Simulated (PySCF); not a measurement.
Theory: core-valence-separated Tamm–Dancoff BHandHLYP/aug-pcX-1 (pcseg-1 on H, def2-SVPD on Br) in PySCF, non-relativistic, gas phase, PBE0-D3(BJ)/def2-SVP geometry. Absolute energies from this functional tend to lie a few eV below measured edges; no shift was applied.

Main lines of an unknown, eV (oscillator strength): C K: 282.1 (0.059), 282.2 (0.059), 283.0 (0.051), 283.9 (0.056), 284.8 (0.060); F K: 684.8 (0.023), 686.0 (0.005), 686.7 (0.007), 687.8 (0.003), 687.9 (0.003). Listed: the first five lines at most of each edge with a tenth or more of its strongest line's intensity; roots within 0.03 eV on the same or equivalent atoms are summed. Only the lowest roots were sought, and the top ones are left out.

Problem. Which candidate gives them?
A. `C=C(Br)C(=C)CF`
B. `FC/C=C1\C[C@H]1Br`

Solution. A. 

- `C=C(Br)C(=C)CF`: C K: 282.1 (0.059), 282.2 (0.059), 283.0 (0.051), 283.9 (0.056), 284.8 (0.060); F K: 684.8 (0.023), 686.0 (0.005), 686.7 (0.007), 687.8 (0.003), 687.9 (0.003). First C line listed at 282.1 eV, hole on the terminal =CH2 carbon (1s→π*); first F line listed at 684.8 eV, hole on the alkyl fluorine.
- `FC/C=C1\C[C@H]1Br`: C K: 282.9 (0.059), 283.0 (0.054), 284.5 (0.053), 285.1 (0.007), 286.2 (0.017); F K: 685.4 (0.027), 686.6 (0.008), 687.5 (0.006). First C line listed at 282.9 eV, hole on the alkene CH carbon (1s→π*); first F line listed at 685.4 eV, hole on the alkyl fluorine.

One conformer each; other structures than these candidates weren't tested.

Conformer computed: `[CH2:1]=[C:2]([Br:3])[C:4](=[CH2:5])[CH2:6][F:7]`: C1–C2–C4–C5 174°, C2–C4–C6–F7 62°.
